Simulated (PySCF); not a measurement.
# Arsenic: a sound run and one with changed settings

Sound run: As [Ar] 3d10 4s2 4p3, As⁺ [Ar] 3d10 4s2 4p2. Calculation: PySCF 2.14, in cc-pVDZ-PP with ECP10MDF (4s3p2d, 23 functions); scalar relativity through the core potential. In the sound run the correlated levels freeze 3s2 3p6 3d10 outside the core potential. The sound run starts from symmetry-adapted Hartree-Fock orbitals and uses a fine grid where one is needed.

A second run was set up differently.

```csv
species,method,sound run (hartree),changed run (hartree),converged
As,MP2,-331.25202,-331.27674,yes
As⁺,MP2,-330.89306,-330.91631,yes
```

Ionisation energy of As:

```
 method  sound run (eV)  changed run (eV)
    UHF           9.431             9.431
    MP2           9.768             9.808
SCS-MP2           9.649             9.673
```

Q: What was changed?
A. level shift left on
B. all electrons correlated in a valence basis
C. minimal basis
D. basis contracted for another Hamiltonian

A: B. A valence basis has no tight correlating functions, so it recovers only part of the core correlation, and not evenly between atom and ion.
